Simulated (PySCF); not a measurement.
Bond stretch in NaI, singlet.

Levels: RHF/def2-TZVP, def2 effective core potentials past Kr (PySCF); RKS-PBE0 = restricted PBE0/def2-TZVP, def2 effective core potentials past Kr (PySCF); UHF/def2-TZVP, def2 effective core potentials past Kr (PySCF).

Magnitude of the dipole moment (D; its direction can reverse along the curve, and a method can change to another solution) and Mulliken charge of the fragment that holds Na1:

```csv
R / Å,μ RHF,q RHF,μ RKS-PBE0,q RKS-PBE0,μ UHF,q UHF
2.05,7.15,0.73,6.64,0.73,7.15,0.73
2.19,7.59,0.74,7.08,0.73,7.59,0.74
2.33,8.07,0.73,7.54,0.70,8.07,0.73
2.42,8.40,0.72,7.85,0.68,8.40,0.72
2.56,8.93,0.70,8.35,0.65,8.93,0.70
2.65,9.29,0.69,8.69,0.63,9.29,0.69
2.71,9.54,0.68,8.92,0.62,9.54,0.68
2.77,9.80,0.68,9.15,0.62,9.80,0.68
2.86,10.19,0.68,9.51,0.61,10.19,0.68
2.96,10.64,0.68,9.92,0.61,10.64,0.68
3.18,11.69,0.70,10.85,0.63,11.69,0.70
3.34,12.48,0.72,11.54,0.64,12.48,0.72
3.69,14.29,0.76,13.06,0.68,14.29,0.76
4.10,16.50,0.81,14.76,0.71,16.50,0.81
4.52,18.83,0.84,16.28,0.72,18.83,0.84
4.87,20.78,0.87,17.33,0.72,20.78,0.87
5.47,24.12,0.90,18.76,0.70,24.12,0.90
6.00,27.02,0.93,19.78,0.68,0.90,0.02
6.57,30.09,0.95,20.78,0.66,0.37,0.00
7.40,34.40,0.97,22.22,0.63,0.14,0.00
8.19,38.22,0.98,23.63,0.61,0.08,0.00
```

The restricted form behind RHF, RKS-PBE0 keeps the bonding electrons paired and can't separate into open-shell fragments. At the longest distance RKS-PBE0 leaves fractional charges on the fragments, a sign of delocalisation error or of the restricted form. The unrestricted determinant behind UHF is spin-contaminated at 6.00 to 8.19 Å (<S²> up to 1.0, against 0.00 for a pure singlet).
